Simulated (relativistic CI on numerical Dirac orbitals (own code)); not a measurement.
Radial parameters of Er XLIV

Method of calculation: Dirac-Coulomb-Breit CI, separate exchange-only KLI orbitals for each configuration, QED by a radiative potential, unscaled Slater integrals (own radial code, finite nucleus).

Slater integrals F^k, G^k are unscaled and averaged over j, outside the closed core [Ne]; ζ comes from projecting the Hamiltonian with its Breit term on Σ l·s of the shell.

- 3s²3p⁶3d⁷: F^2(3d,3d) = 530080, F^4(3d,3d) = 341960, ζ(3d) = 147560 cm⁻¹; <r>(3d) = 0.1922, <r^2>(3d) = 0.0429 (bohr units).
- 3s²3p⁵3d⁸: ζ(3p) = 1.1234e+06, F^2(3d,3d) = 529210, F^4(3d,3d) = 341360, F^2(3p,3d) = 461890, G^1(3p,3d) = 496690, G^3(3p,3d) = 330040, ζ(3d) = 146250 cm⁻¹; <r>(3p) = 0.2142, <r^2>(3p) = 0.05311, <r>(3d) = 0.1925, <r^2>(3d) = 0.04303 (bohr units).
- 3s²3p⁴3d⁹: F^2(3p,3p) = 458900, ζ(3p) = 1.1227e+06, F^2(3p,3d) = 461470, G^1(3p,3d) = 496670, G^3(3p,3d) = 329900, ζ(3d) = 144950 cm⁻¹; <r>(3p) = 0.2144, <r^2>(3p) = 0.05321, <r>(3d) = 0.1927, <r^2>(3d) = 0.04316 (bohr units).

Problem. Give the Racah parameters of the d shell in 3s²3p⁶3d⁷.

Solution. B = F²/49 − 5F⁴/441 = 6941 cm⁻¹ and C = 35F⁴/441 = 27139 cm⁻¹.

Averages of the first 10 configurations, taken without configuration mixing, which lowers the lowest level and can move excited configurations by several eV; other configurations of the list can lie among them:

| Configuration | Parity | States | Average energy above the lowest level (eV) |
| --- | --- | --- | --- |
| 3s²3p⁶3d⁷ | even | 120 | 66.2 |
| 3s²3p⁵3d⁸ | odd | 270 | 482.0 |
| 3s²3p⁴3d⁹ | even | 150 | 905.2 |
| 3s3p⁶3d⁸ | even | 90 | 826.1 |
| 3p⁶3d⁹ | even | 10 | 1595.9 |
| 3s3p⁵3d⁹ | odd | 120 | 1240.4 |
| 3s²3p⁶3d⁶4s | even | 420 | 1458.9 |
| 3s²3p⁶3d⁶4p | odd | 1260 | 1588.0 |
| 3s²3p⁴3d⁸4s | even | 1350 | 2280.6 |
| 3s²3p⁶3d⁶4d | even | 2100 | 1744.1 |
